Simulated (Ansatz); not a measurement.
Two members of one family (Same ligands, another metal), computed with Ansatz in the gas phase. The two geometries come from different levels. HOMO and LUMO are taken over both spins. Binding counts from free atoms in the multiplicity of their measured ground term, without zero-point energy. Singlets are spin-restricted. A dash marks a value that wasn't run or was left out as unsound. The structures are stationary points that may keep the symmetry of their start. Remarks come from the PBE and PBE0 runs and from stability tests at other levels; not every state was tested. HOMO above LUMO (over both spins in singlets and doublets, within one spin in higher multiplets; at PBE or PBE0), or a gap under 0.15 eV within one spin, warns that the state may not be the lowest or that an electron is smeared out.

First: CrH4 (triplet, charge 0, PBE-D4/def2-TZVP geometry).

```xyz
5

Cr    0.000    0.000    0.000
H    -0.751    0.867    1.113
H     0.638    0.975   -1.094
H    -1.045   -0.981   -0.706
H     1.158   -0.860    0.687
```

| level | HOMO (eV) | LUMO (eV) | gap (eV) | binding per atom (eV) |
| --- | --- | --- | --- | --- |
| LDA (SPW92)/def2-TZVP | -6.23 | -4.03 | 2.19 | 1.98 |
| PBE-D4/def2-SVP | -6.39 | -3.74 | 2.64 | 1.72 |
| PBE-D4/def2-TZVP | -6.37 | -3.84 | 2.54 | 1.72 |
| r2SCAN-D4/def2-TZVP | -7.12 | -3.81 | 3.31 | 1.66 |
| B97M-V/def2-TZVP | -7.52 | -4.12 | 3.40 | 1.63 |

Metal–donor distances: 4 × H 1.60 Å. Remarks: spin-contaminated (⟨S²⟩ up to 2.33), HOMO above LUMO (singlet), restricted SCF unstable (singlet).

Second: TiH4 (singlet, charge 0, B3LYP-D4/def2-TZVP geometry).

```xyz
5

Ti    0.000    0.000    0.000
H     0.086   -1.132   -1.257
H     0.351   -0.763    1.472
H    -1.560    0.658    0.063
H     1.124    1.237   -0.277
```

Task: Estimate the same table for the second.

Result: 
```tsv
level	HOMO (eV)	LUMO (eV)	gap (eV)	binding per atom (eV)
LDA (SPW92)/def2-TZVP	-7.41	-4.58	2.83	–
PBE-D4/def2-SVP	-7.46	-4.29	3.17	2.22
PBE-D4/def2-TZVP	-7.43	-4.30	3.13	–
r2SCAN-D4/def2-TZVP	-7.80	-4.07	3.73	–
B97M-V/def2-TZVP	-7.95	-4.09	3.86	2.23
```

Metal–donor distances: 4 × H 1.69 Å.
